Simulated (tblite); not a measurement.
Compound: C3H7FO3Si3.
SMILES with atom numbers: `[CH2:1]=[C:2]([F:3])[Si:4]1([O:5][CH:6]=[O:7])[SiH2:8][O:9][SiH2:10]1` (hydrogens: H11, H12 on C1; H13 on C6; H14, H15 on Si8; H16, H17 on Si10)

Computed with GFN2-xTB (tblite), gas phase: L-BFGS steps from a force-field or distance-geometry start until the largest atomic force falls under 0.01 eV/Å.

Step 160: E = -875.7036 eV
```
atom  x, y, z in Å  |  force x, y, z in eV/Å
C1     -2.2208    1.6930    0.9527   -0.021  -0.010   0.050
C2     -1.6575    0.4957    0.9276    0.001   0.020  -0.004
F3     -2.1827   -0.4918    1.7021   -0.014   0.008   0.021
Si4    -0.1335   -0.0641   -0.0528   -0.003  -0.031   0.027
O5      0.0209    1.2834   -1.0715    0.030   0.011  -0.008
C6      1.0999    1.9980   -1.2299    0.031   0.015  -0.028
O7      2.1301    1.8522   -0.6403   -0.014  -0.019  -0.019
Si8    -0.0485   -2.1721   -1.0864    0.007  -0.032  -0.023
O9      1.2295   -2.4468   -0.0640    0.005   0.014   0.020
Si10    1.6852   -1.1953    0.9393   -0.011  -0.011   0.005
H11    -1.8175    2.4780    0.3430   -0.007   0.020   0.000
H12    -3.0769    1.9183    1.5658   -0.027  -0.008  -0.009
H13     0.9453    2.7793   -1.9966    0.005   0.005   0.005
H14    -1.0708   -3.1585   -0.7548    0.004   0.004  -0.003
H15     0.4691   -2.3812   -2.4369   -0.003  -0.001  -0.028
H16     1.5616   -1.7142    2.2995   -0.010   0.013  -0.005
H17     3.0595   -0.8621    0.5934    0.028   0.002  -0.001
```

Step 161: E = -875.7041 eV
```
atom  x, y, z in Å  |  force x, y, z in eV/Å
C1     -2.2218    1.6903    0.9561   -0.015  -0.017   0.065
C2     -1.6641    0.4905    0.9234    0.006   0.032  -0.007
F3     -2.1957   -0.5017    1.6868   -0.019   0.006   0.023
Si4    -0.1355   -0.0629   -0.0524    0.004  -0.025   0.016
O5      0.0200    1.2896   -1.0647    0.038   0.016  -0.012
C6      1.1043    1.9940   -1.2329    0.040   0.025  -0.014
O7      2.1405    1.8352   -0.6567   -0.029  -0.024  -0.028
Si8    -0.0486   -2.1698   -1.0868    0.008  -0.041  -0.016
O9      1.2294   -2.4427   -0.0632    0.013   0.011   0.020
Si10    1.6851   -1.1905    0.9392   -0.006  -0.003  -0.002
H11    -1.8105    2.4784    0.3567   -0.002   0.029  -0.014
H12    -3.0777    1.9160    1.5683   -0.044  -0.009  -0.004
H13     0.9486    2.7833   -1.9918   -0.001  -0.007   0.006
H14    -1.0682   -3.1572   -0.7494    0.000   0.004  -0.006
H15     0.4650   -2.3836   -2.4385    0.001   0.002  -0.019
H16     1.5626   -1.7000    2.3029   -0.014   0.001  -0.006
H17     3.0595   -0.8570    0.5931    0.022   0.000  -0.002
```

**Question.** Estimate the geometry and energy of step 162. (The exact step hangs on the optimiser's Hessian estimate; all steps are aligned on step 161, rigid shifts and turns removed.)

**Answer.** E = -875.7047 eV, largest force 0.067 eV/Å
```
atom  x, y, z in Å  |  force x, y, z in eV/Å
C1     -2.2233    1.6886    0.9604   -0.012  -0.016   0.064
C2     -1.6707    0.4869    0.9191    0.011   0.041  -0.003
F3     -2.2082   -0.5095    1.6727   -0.021   0.002   0.024
Si4    -0.1373   -0.0622   -0.0515    0.008  -0.010   0.003
O5      0.0203    1.2947   -1.0587    0.036   0.016  -0.015
C6      1.1089    1.9904   -1.2366    0.047   0.024   0.008
O7      2.1506    1.8191   -0.6735   -0.040  -0.023  -0.040
Si8    -0.0485   -2.1686   -1.0869    0.019  -0.041  -0.013
O9      1.2296   -2.4393   -0.0615    0.016   0.005   0.013
Si10    1.6857   -1.1866    0.9395    0.008   0.009  -0.014
H11    -1.8063    2.4803    0.3701    0.003   0.033  -0.022
H12    -3.0803    1.9141    1.5710   -0.055  -0.015   0.003
H13     0.9513    2.7875   -1.9872   -0.004  -0.018   0.006
H14    -1.0634   -3.1591   -0.7455   -0.009   0.001  -0.007
H15     0.4598   -2.3832   -2.4414    0.003   0.005   0.000
H16     1.5635   -1.6858    2.3069   -0.017  -0.012  -0.006
H17     3.0613   -0.8556    0.5931    0.005  -0.002   0.000
```

The energy changes by -0.0006 eV. The first-order estimate −F·Δx gives -0.0008 eV and the mean of the old and new forces, exact on a quadratic surface, -0.0006 eV. The step makes an angle of 83° with the force vector and moves no atom by more than 0.025 Å.

The cost below is that of the whole relaxation. The run took 5.0 s wall on Arm Neoverse N1, one thread, no GPU, on a shared host.
